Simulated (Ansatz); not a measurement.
Program: Ansatz. Geometries: PBE0-D4/def2-TZVP. ΔE: electronic, gas phase. CCSD(T)/CBS is the MP2 limit (def2-TZVPP, def2-QZVPP) plus CCSD(T) − MP2 in def2-TZVPP, frozen cores. This one scheme is used for every species. DFT in def2-TZVPP. B3LYP here is the variant with VWN-RPA as its local correlation; programs differ in this. Each species was taken in one conformer, which may not be the lowest.

Consider the ligand exchange at the Si–C bond: `FC[SiH2]CS` + `O[SiH3]` → `FC[SiH2]O[SiH3]` + CH₃SH.

`FC[SiH2]CS`:

Cartesian coordinates in Å:
```
F -1.479 -1.887 -0.110
C -1.556 -0.533 -0.436
Si 0.175 0.106 -0.852
C 1.289 -0.109 0.642
S 0.735 0.915 2.033
H -2.246 -0.424 -1.280
H -1.977 0.000 0.422
H 0.712 -0.643 -2.021
H 0.077 1.552 -1.196
H 2.342 0.073 0.421
H 1.203 -1.141 0.993
H 0.726 2.091 1.383
```

`O[SiH3]`:

```xyz
6

O    -0.921    0.286   -0.844
Si    0.312   -0.203    0.134
H    -1.468    1.013   -0.545
H     1.293    0.892    0.371
H     0.971   -1.324   -0.574
H    -0.187   -0.664    1.459
```

`FC[SiH2]O[SiH3]`:

```xyz
12

F     1.992    0.471    0.509
C     1.408    1.049   -0.619
Si   -0.465    1.092   -0.398
O    -1.033   -0.422   -0.189
Si   -0.910   -1.768    0.739
H     1.825    2.055   -0.744
H     1.701    0.455   -1.492
H    -0.797    1.930    0.783
H    -1.071    1.668   -1.626
H     0.285   -2.553    0.339
H    -0.802   -1.397    2.174
H    -2.133   -2.580    0.525
```

CH₃SH:

```xyz
6

C     0.065   -0.349    0.340
S    -0.527    1.238   -0.287
H    -0.385   -1.183   -0.197
H    -0.247   -0.399    1.383
H     1.151   -0.415    0.299
H    -0.058    1.108   -1.537
```

```json
{"level": "PBE-D4", "ΔE (kJ/mol)": "-97.0"}
{"level": "PBE", "ΔE (kJ/mol)": "-98.6"}
{"level": "r2SCAN", "ΔE (kJ/mol)": "-110.8"}
{"level": "B3LYP", "ΔE (kJ/mol)": "-118.1"}
```

Question: What does CCSD(T)/CBS give? (An estimate is asked.)

Answer: The calculation gave: -111.2 kJ/mol. The listed levels differ from it by 14.2, 12.6, 0.4, -6.9 kJ/mol.

Largest T1 diagnostic among the species: 0.011.

In def2-TZVPP, CCSD(T) changes the Hartree–Fock value by +27.3 kJ/mol (the triples alone add +4.2 kJ/mol) and MP2 by +27.9 kJ/mol. From PBE to PBE0 (25 % exact exchange), in def2-TZVPP and without D4, ΔE moves by −6.0 kJ/mol.
